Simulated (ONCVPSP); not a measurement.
PBE ONCV dataset for gadolinium (Gd), fully relativistic all-electron reference.

| Item | Value |
| --- | --- |
| Element | Gd |
| Generator | ONCVPSP 4.0.1 |
| Type | optimised norm-conserving Vanderbilt (ONCV) |
| Functional | PBE |
| Relativity | fully relativistic |
| Frozen core | [Kr] 4d10 5s2 |
| Valence charge | 16 |
| Reference configuration | 4f7 5p6 5d1 6s2 |
| Partial waves | 6s: rc 3.05 bohr, ncon 4, nbas 7, qcut 1.7 1/bohr, 3 projectors, debl 2.4 Ha; 5p: rc 1.60 bohr, ncon 3, nbas 7, qcut 4.2 1/bohr, 2 projectors, debl 2.5 Ha; 5d: rc 2.35 bohr, ncon 4, nbas 8, qcut 3.6 1/bohr, 2 projectors, debl 1.3 Ha; 4f: rc 1.25 bohr, ncon 3, nbas 7, qcut 12.8 1/bohr, 3 projectors, debl 2.6 Ha |
| Local potential | polynomial inside 0.90 bohr (lpopt 5, dvloc0 3 Ha) |
| Core correction | polynomial model core, fcfact 0.4 |

Open shells are filled in proportion to 2j + 1.

All-electron outer shells of the reference configuration (PBE, scalar-relativistic, ld1.x):

| shell | level (eV) | outermost node (bohr) | outermost maximum (bohr) |
| --- | --- | --- | --- |
| 5s | -49.74 | 0.65 | 1.20 |
| 5p | -27.26 | 0.70 | 1.35 |
| 4f | -8.70 | – | 0.56 |
| 6s | -4.13 | 1.60 | 3.37 |
| 5d | -2.53 | 0.79 | 1.95 |

Calculated quality:

* Cutoffs needed: 72 Ha and 86 Ha (the cutoffs (Ha) at which the residual kinetic energy of the hardest occupied pseudo-wave falls to 1 and 0.1 mHa per electron)
* Ghost test: ghosts flagged at negative energy: s at -229.5 eV, d3/2 at -764.4 eV; GHOST(+) flagged for p3/2 at 63.0 eV, s at 74.2 eV, p1/2 at 84.2 eV, d5/2 at 372.1 eV; a true bound ghost makes a file unfit for plane-wave use
* Configuration tests: 2 of 4 tests not solved or not reliable; not counted: 4f8 5p6 5d0 6s1 (all-electron energy unsafe for a near-neutral lanthanide with less than one 5d electron, printed error -171 meV)
* rms error of d²Exc/dni dnj: 8.86 mHa without and 4.54 mHa with the model core

Generation and tests took about 13 s on one core of a shared server CPU.
